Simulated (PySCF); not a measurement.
Ga(Me)3(NH3), C3H12GaN, singlet, GFN2-xTB optimised geometry.

```
17

Ga    -0.22     0.03     0.00
C     -1.19     1.82     0.00
H     -2.24     1.72     0.31
H     -1.20     2.27    -1.00
H     -0.72     2.55     0.67
C     -1.19    -1.61    -0.72
H     -2.23    -1.65    -0.40
H     -0.72    -2.55    -0.41
H     -1.20    -1.62    -1.82
C      1.82     0.03     0.00
H      2.22     0.24    -0.99
H      2.24    -0.94     0.30
H      2.24     0.79     0.67
N     -0.49    -0.43     2.18
H     -0.06    -1.32     2.41
H     -1.48    -0.49     2.41
H     -0.07     0.29     2.75
```

Density from CAM-B3LYP/def2-SVP (PySCF) at that geometry.

Minimum of the electron density along straight lines between bonded atoms, close to the bond critical point (lines longer than 1.1 times the sum of covalent radii, or with two minima, are not listed):

| bond | length / Å | ρ at the minimum / e bohr⁻³ | ∇²ρ there / e bohr⁻⁵ | position (fraction from the first atom) |
|---|---|---|---|---|
| Ga1–C2 | 2.038 | 0.102 | 0.15 | 0.46 |
| C2–H3 | 1.095 | 0.266 | -0.92 | 0.62 |
| C2–H4 | 1.094 | 0.266 | -0.93 | 0.62 |
| C2–H5 | 1.095 | 0.266 | -0.92 | 0.62 |
| Ga1–C6 | 2.038 | 0.102 | 0.15 | 0.46 |
| C6–H7 | 1.095 | 0.266 | -0.92 | 0.62 |
| C6–H8 | 1.095 | 0.266 | -0.92 | 0.62 |
| C6–H9 | 1.094 | 0.266 | -0.93 | 0.62 |
| Ga1–C10 | 2.038 | 0.102 | 0.15 | 0.46 |
| C10–H11 | 1.094 | 0.266 | -0.93 | 0.62 |
| C10–H12 | 1.095 | 0.266 | -0.92 | 0.62 |
| C10–H13 | 1.095 | 0.266 | -0.92 | 0.62 |
| N14–H15 | 1.016 | 0.329 | -1.58 | 0.77 |
| N14–H16 | 1.016 | 0.329 | -1.58 | 0.77 |
| N14–H17 | 1.016 | 0.329 | -1.58 | 0.77 |
